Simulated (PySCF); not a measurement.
Vertical excitations of a molecule C₆H₇N from PySCF with TDDFT-LC-ωPBE/def2-SVPD, as energy in eV (oscillator strength): 4.95 (0.037), 5.72 (0.153), 6.34 (0.003), 6.92 (0.613), 6.93 (0.325), 7.22 (0.005), 7.23 (0.026), 7.88 (0.004), 8.00 (0.000). Lowest triplet (TDA): 3.69 eV. Geometry: PBE-D3(BJ)/def2-SVP. One conformer was computed; it need not be the lowest.

Which molecule gave these data?
(A) C=C/C(C#N)=C\C
(B) C=C(C)/C=C/C#N
(C) Nc1ccccc1
(D) Cc1cccnc1

C, Nc1ccccc1
